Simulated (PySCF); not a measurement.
# Static response to an electric field

Compound: C6H13FGe.
Structure used (PBE0-D3(BJ)/def2-SVP), in Å, numbered top down from 1:
```xyz
21
C6H13FGe angstrom
C     -1.2232   -0.5260    1.5837
C     -0.6705    0.2109    0.3629
C     -1.8065    0.8701   -0.4116
C      0.1353   -0.7514   -0.5365
C      1.5382   -0.9887    0.0252
C      2.2247    0.3522    0.2228
F      2.6020    0.8544   -1.0181
Ge     0.7527    1.4902    0.9283
H     -0.4350   -1.0129    2.1790
H     -1.7667    0.1551    2.2570
H     -1.9297   -1.3138    1.2660
H     -1.4365    1.4310   -1.2839
H     -2.5158    0.1084   -0.7826
H     -2.3789    1.5693    0.2184
H     -0.4125   -1.7009   -0.6709
H      0.2435   -0.3047   -1.5393
H      2.1437   -1.6292   -0.6372
H      1.4836   -1.5001    1.0021
H      3.1289    0.2761    0.8471
H      0.7046    2.8513    0.2141
H      0.8032    1.6869    2.4576
```

Level: CAM-B3LYP/def2-SVPD (PySCF), static field, nuclei fixed, core orbitals frozen in the response. The polarisability tensor in these axes (au):

```
x   105.07   1.52  -0.46
y     1.52 101.76   3.84
z    -0.46   3.84  94.71
```

Diagonalise the tensor; give its mean and Δα, where Δα² is half the sum of the squared differences of the eigenvalues.

Principal values 92.93, 102.83 and 105.78 au; mean 100.51 au = 14.89 Å³ = 16.57 × 10⁻⁴⁰ C²·m²/J; Δα = 11.66 au (12 % of the mean).

What is the dipole moment, and where does it point?

(-0.94, -1.07, 1.28) D, 1.91 D in size, pointing from the negative to the positive side. Measured along this direction, the outermost atoms are F7 at the negative end and H11 at the positive end.

In TDDFT the mean static polarisability is Σ f/ω² over all singlet excitations (ω in hartree). How much of it do the 10 lowest give? Their energies (eV) and oscillator strengths: 7.12, 0.0337; 7.13, 0.0096; 7.40, 0.0029; 7.70, 0.0153; 7.88, 0.2741; 8.05, 0.1106; 8.18, 0.0422; 8.24, 0.0066; 8.33, 0.0184; 8.51, 0.0240.

They add up to 6.37 au, 6.3 % of the 100.51 au; the largest single term is 3.26 au, from the state at 7.88 eV. Terms in order: 0.49, 0.14, 0.04, 0.19, 3.26, 1.26, 0.47, 0.07, 0.20, 0.25 au. Higher excitations give the rest. The strengths listed sum to 0.537.

Directions of the eigenvectors, and the extent of the frame along each?

Largest value along (0.89, 0.45, 0.12), where the nuclei span 5.27 Å; middle along (-0.46, 0.79, 0.40), 4.95 Å; least along (0.09, -0.41, 0.91), 4.23 Å. The response follows the extents in order.

Refractivity n − 1 of an ideal gas of it at 298.15 K and 1 atm, from the electronic α?

N = p/kT = 2.4615 × 10¹⁹ cm⁻³, so n − 1 = 2π × N × 14.89 × 10⁻²⁴ cm³ = 2304 × 10⁻⁶ at long wavelengths.

Isolated species at its PBE0-D3(BJ)/def2-SVP geometry (one conformer only). The calculation is non-relativistic, for germanium too.
